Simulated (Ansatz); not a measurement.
`C[NH][SnH3]`. Total charge 0; spin multiplicity 1. Sn takes the def2 core potential.

```xyz
10

C    -0.709    0.031    1.294
N     0.562    0.041    0.593
Sn    0.541    0.085   -1.434
H    -0.551    0.166    2.369
H    -1.320    0.875    0.959
H    -1.310   -0.881    1.159
H     1.181   -0.671    0.956
H     2.166   -0.022   -1.936
H    -0.175    1.574   -1.858
H    -0.383   -1.200   -2.102
```

List the harmonic frequencies (cm⁻¹, unscaled) at PBE0-D4/def2-TZVP in Ansatz. (Best estimate.)

The calculation gave: 93, 165, 200, 478, 480, 509, 639, 692, 708, 725, 1082, 1117, 1139, 1381, 1453, 1486, 1509, 1898, 1953, 1960, 2975, 3052, 3092, 3576.

Is this a minimum?

Yes, all 24 modes are real.

Give the ideal-gas thermochemistry at 298.15 K and 1 bar (rigid rotor, harmonic oscillator; point group C1, symmetry number 1).

Zero-point energy 193.6 kJ/mol; H(298) − E = 211.9 kJ/mol; entropy 324.8 J/(mol·K), of which translation 171.5, rotation 104.0, vibration 49.4; G(298) − E = 115.0 kJ/mol. Modes under 100 cm⁻¹ are hindered rotations or soft bends, so the harmonic entropy is rough.

And at 400, 500, 600, 800 and 1000 K?


```json
{"T (K)": "400", "H − E (kJ/mol)": "222.2", "S (J/mol/K)": "354.6", "G − E (kJ/mol)": "80.4"}
{"T (K)": "500", "H − E (kJ/mol)": "234.1", "S (J/mol/K)": "381.1", "G − E (kJ/mol)": "43.6"}
{"T (K)": "600", "H − E (kJ/mol)": "247.5", "S (J/mol/K)": "405.5", "G − E (kJ/mol)": "4.2"}
{"T (K)": "800", "H − E (kJ/mol)": "277.8", "S (J/mol/K)": "449.0", "G − E (kJ/mol)": "-81.3"}
{"T (K)": "1000", "H − E (kJ/mol)": "311.8", "S (J/mol/K)": "486.8", "G − E (kJ/mol)": "-175.0"}
```
